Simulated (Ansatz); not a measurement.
CH7NOSi (`NC[SiH2]O`), relaxed with RKS PBE0-D4/def2-TZVP in Ansatz from a PBE-D4/def2-SVP geometry. The force threshold is 0.005 eV/Å; the program also tests the step.

Total charge 0; spin multiplicity 1.

Start:

```xyz
11

N    -0.287    1.318   -0.394
C    -0.144   -0.078   -0.857
Si    0.400   -1.077    0.693
O    -0.310   -0.189    1.928
H    -0.874    1.869   -1.033
H     0.629    1.786   -0.373
H     0.504   -0.221   -1.755
H    -1.152   -0.453   -1.136
H     1.906   -1.122    0.804
H    -0.111   -2.491    0.653
H    -0.563    0.658    1.469
```

(1) By how much does the energy fall, and how many steps does the optimiser take? (An estimate is asked.)

(2) Which bonds change most? (An estimate is asked.)

(3) Give the relaxed structure. (Estimate.)

## Answers

(1) Computed: 0.09 eV, in 12 steps.

(2) The calculation gave: C2–Si3 from 1.922 to 1.883 Å; Si3–O4 from 1.679 to 1.646 Å; O4–H11 from 0.996 to 0.965 Å; Si3–H10 from 1.504 to 1.485 Å.

(3) The calculation gave: 
```xyz
11

N    -0.178    1.348   -0.497
C    -0.215   -0.075   -0.854
Si    0.377   -1.018    0.665
O    -0.437   -0.388    1.949
H    -0.663    1.915   -1.181
H     0.777    1.683   -0.462
H     0.334   -0.337   -1.770
H    -1.259   -0.360   -1.020
H     1.850   -0.826    0.810
H     0.092   -2.472    0.583
H    -0.677    0.531    1.776
```
